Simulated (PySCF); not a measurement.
Species: C5H8Ge.
Atom-mapped SMILES: `[CH:1]#[C:2][CH:3]1[CH2:4][GeH2:5][CH2:6]1` (hydrogens: H7 on C1; H8 on C3; H9, H10 on C4; H11, H12 on Ge5; H13, H14 on C6)

Computed with PySCF at PBE0/def2-SVPD, non-relativistic, on one gas-phase PBE0-D3(BJ)/def2-SVP geometry that isn't relaxed in the solvent. The solvent is an IEF-PCM continuum (Bondi radii, 1.10 Å for H, scaled by 1.2). Specific hydrogen bonds and non-electrostatic terms are outside this model. Spin–orbit coupling is left out although an atom past zinc is present.

Gas phase at PBE0/def2-SVPD: HOMO -7.52 eV, LUMO 0.01 eV, dipole 0.56 D.

What does the continuum do to the energy, the frontier levels and the dipole at PBE0/def2-SVPD in tetrahydrofuran and water?

```
        solvent      ε  E(solvent) − E(gas) (kJ/mol)  polarisation term (kJ/mol)  distortion of the solute (kJ/mol)  HOMO (eV)  LUMO (eV)  dipole (D)
tetrahydrofuran  7.426                        -11.13                      -12.22                               1.09      -7.58       0.10        0.81
          water  78.36                        -13.79                      -15.49                               1.70      -7.60       0.11        0.87
```

Polarisation term: ½ Σ q·V over the induced surface charges. Distortion: the rise of the solute's own energy as its density leaves the gas-phase optimum. From tetrahydrofuran to water the lowering changes by a factor 1.24, Onsager's factor (ε − 1)/(2ε + 1) by 1.21 and ε itself by 10.6.

How does the static polarisability (PBE0/def2-SVPD, frozen core, with the continuum's full static response) change?

| medium | isotropic (au) | principal values (au) | ⟨r²⟩ of the electrons (bohr²) |
| --- | --- | --- | --- |
| gas | 88.7 | 71.0, 73.6, 121.7 | 1018.9 |
| tetrahydrofuran | 115.1 | 94.5, 96.2, 154.7 | 1018.9 |
| water | 122.8 | 102.7, 103.2, 162.6 | 1018.8 |

The isotropic value in water is 1.38 times the gas-phase one; no cavity-field correction is applied. ⟨r²⟩ is taken about the centre of nuclear charge.
